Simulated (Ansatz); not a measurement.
CH7BGeSe (`B[CH2][GeH2][SeH]`) from Hartree–Fock to CCSD(T)

Cartesian coordinates in Å:
```
B -1.3236 0.7818 -0.8207
C -0.6263 -0.5801 -0.8847
Ge 0.9871 -0.3395 0.2413
Se 0.2479 0.4387 2.3434
H -2.1375 1.0109 0.0274
H -1.0104 1.6606 -1.5720
H -1.1559 -1.4195 -0.4306
H -0.2095 -0.8587 -1.8562
H 1.9520 0.6757 -0.3932
H 1.6898 -1.6984 0.4059
H 1.5864 0.3286 2.9395
```

Total charge 0; spin multiplicity 1. Correlated methods include outer-core shells of Ge, Se, which these sets cover unevenly. Scalar relativity is left out up to krypton. Geometry: relaxed with PBE0-D4/def2-TZVP. It is one conformer, not always the lowest. Frozen core, restricted reference, Ansatz.

```
     basis      HF (Eh)  MP2 corr.  CCSD corr.       (T)  CCSD(T) total
  def2-SVP  -4541.24088   -0.69965    -0.73890  -0.02118    -4542.00096
def2-TZVPP  -4541.87609   -0.81554    -0.85508  -0.03217    -4542.76334
def2-QZVPP  -4541.96842   -1.40004           –         –              –
```
